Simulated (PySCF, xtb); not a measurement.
Ge(H)(F)2(vinyl) (C2H4F2Ge), SMILES C=[CH][GeH]([F])[F]. The values are those of a single conformer.

Harmonic wavenumbers (cm⁻¹) from GFN2-xTB (xtb) at its own minimum, in rising order: 43, 111, 148, 181, 318, 456, 478, 493, 540, 583, 615, 919, 984, 1012, 1223, 1384, 1644, 1914, 3052, 3070, 3100.

Question: What does ωB97X-D3(BJ)/def2-SVP (PySCF 2.14.0) give at its own minimum? (Estimate from the structure and the level; the computed values follow.)

Answer: 85, 159, 205, 252, 353, 529, 633, 724, 739, 747, 778, 1011, 1038, 1041, 1279, 1424, 1706, 2250, 3159, 3203, 3262. Paired by order, the mean absolute difference is 110 cm⁻¹ and the zero-point energies are 31.8 and 35.1 kcal/mol.
